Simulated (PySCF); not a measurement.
Compound: fac-MnCl3(PH3)3 (triplet state).
Bonds: Mn1–Cl2, Mn1–P3, Mn1–Cl7, Mn1–P8, Mn1–Cl12, Mn1–P13. Hydrogens: H4, H5, H6 on P3; H9, H10, H11 on P8; H14, H15, H16 on P13.

Computed by this run: PySCF 2.14.0, PBE0-D3(BJ)/def2-SVP geometry optimisation, gas phase; unrestricted, density fitting, grid level 1; the optimiser is geomeTRIC in internal coordinates, started from a GFN2-xTB structure with every atom displaced at random (about 0.03 Å).

Step 0: E = -96850.0768 eV
```
atom  x, y, z in Å  |  force x, y, z in eV/Å
Mn1     0.3723    0.2589    0.3862    0.087   2.787  -0.690
Cl2     0.0204    0.0573    2.5595    0.027   0.202   1.353
P3      0.6573    0.6211   -1.8216    3.151  -1.170   0.999
H4     -0.1502    1.0386   -2.7291   -3.254   1.193  -2.627
H5      1.2823   -0.3715   -2.6306   -0.118  -0.202   0.103
H6      1.6090    1.6393   -2.0975   -0.073  -0.173   0.377
Cl7     2.5674    0.1392    0.1213    0.824  -0.040   0.347
P8     -1.8264    0.7143    0.5658   -2.425  -0.174   1.420
H9     -2.2040    1.6254    1.6196    0.564  -0.368  -0.519
H10    -2.8131   -0.2740    0.9989    0.646   0.003  -0.286
H11    -2.6732    1.2504   -0.3991   -0.057   0.276  -0.874
Cl12    0.0670    2.5496    0.1339    0.249   0.742   0.313
P13     0.5903   -1.7999    0.6878    2.836  -2.900   0.152
H14     1.5924   -2.0912    1.6810   -0.315   0.374  -0.342
H15     1.1592   -2.7304   -0.2545   -0.377   0.367  -0.205
H16    -0.2848   -2.6611    1.2449   -1.765  -0.919   0.481
```

Step 1: E = -96851.0606 eV
```
atom  x, y, z in Å  |  force x, y, z in eV/Å
Mn1     0.4102    0.3012    0.4283    0.312   2.095  -0.071
Cl2     0.1016    0.1697    2.6560   -0.090  -0.060   0.365
P3      0.6327    0.6046   -1.8313    1.083  -0.275  -0.296
H4     -0.3212    1.0265   -2.7392   -0.949   0.162  -0.401
H5      1.2173   -0.4180   -2.6348   -0.149  -0.090   0.059
H6      1.5738    1.6119   -2.1432   -0.003  -0.020   0.246
Cl7     2.6415    0.1771    0.2823    0.157  -0.040  -0.058
P8     -1.8416    0.7177    0.5394   -1.496  -0.169   0.750
H9     -2.2413    1.6153    1.5642    0.365  -0.071  -0.180
H10    -2.7810   -0.3090    0.9301    0.370  -0.024  -0.227
H11    -2.6383    1.2420   -0.5024    0.156   0.061  -0.368
Cl12    0.1594    2.6316    0.2620    0.090  -0.016   0.049
P13     0.6203   -1.8461    0.6812    1.391  -1.776   0.460
H14     1.6019   -2.1638    1.6632   -0.168   0.287  -0.101
H15     1.1840   -2.7062   -0.3178   -0.405   0.152  -0.095
H16    -0.3535   -2.6886    1.2284   -0.666  -0.216  -0.134
```

**Question.** Estimate the geometry and energy of step 2. (The exact step hangs on the optimiser's Hessian estimate; all steps are aligned on step 1, rigid shifts and turns removed.)

**Answer.** E = -96851.3712 eV, largest force 1.079 eV/Å
```
atom  x, y, z in Å  |  force x, y, z in eV/Å
Mn1     0.4572    0.3747    0.4540    0.123   1.067  -0.102
Cl2     0.0682    0.1971    2.6941    0.055  -0.045   0.200
P3      0.6691    0.6251   -1.8421   -0.226   0.007  -0.371
H4     -0.4205    1.0174   -2.6921    0.161  -0.106   0.200
H5      1.2027   -0.4276   -2.6384   -0.092  -0.018   0.015
H6      1.5941    1.6412   -2.1513   -0.052   0.019   0.012
Cl7     2.6936    0.2941    0.2127    0.084  -0.261   0.140
P8     -1.8579    0.6921    0.5667   -0.208  -0.221  -0.341
H9     -2.2475    1.5875    1.5691    0.029   0.179   0.081
H10    -2.6991   -0.4063    0.9007   -0.003  -0.041  -0.024
H11    -2.5907    1.1840   -0.5534    0.082  -0.012   0.058
Cl12    0.2547    2.6981    0.2504   -0.091  -0.234   0.130
P13     0.6413   -1.8685    0.7229   -0.121  -0.743   0.104
H14     1.5795   -2.1957    1.7177    0.086  -0.014   0.088
H15     1.0684   -2.7548   -0.3009    0.113   0.097  -0.175
H16    -0.4475   -2.6925    1.1562    0.060   0.327  -0.014
```

The energy changes by -0.3106 eV. The first-order estimate −F·Δx gives -0.6063 eV and the mean of the old and new forces, exact on a quadratic surface, -0.3091 eV. The step makes an angle of 65° with the force vector and moves no atom by more than 0.146 Å.

What follows is the cost of the whole optimisation. Hardware: Arm Neoverse V1, one thread, on a shared host. Cost: 18 min, 1.2 GiB resident at most.
